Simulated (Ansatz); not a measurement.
Basis-set extrapolation for B₂ClH₆NSi, SMILES `B[SiH](Cl)BN` (PBE0-D4/def2-TZVP geometry, frozen core, the Gaussian-basis code of Ansatz). Multiplicity 1, RHF reference.

|  | def2-TZVPP | def2-QZVPP |
| --- | --- | --- |
| HF | -855.866521 | -855.893124 |
| MP2 correlation | -0.720265 | -0.777415 |
| CCSD(T) correlation | -0.815393 | not run |

Energies in hartree. Use E(X) = E(∞) + A·exp(−7.88·√X) for Hartree–Fock and E(X) = E(∞) + B·X^(−2.97) for correlation, with X = 3 and 4, and add CCSD(T) minus MP2 of the smaller set to the MP2 limit.

What is the CCSD(T) energy at the basis-set limit?

HF limit: -855.893124 + (-0.026603) × 0.13774 = -855.89679. MP2 limit: -0.777415 + (-0.057150) × 0.74074 = -0.81975. Higher-order term: -0.815393 − (-0.720265) = -0.09513. Total: -856.81167 hartree, 81.4 kcal/mol below CCSD(T)/def2-TZVPP.
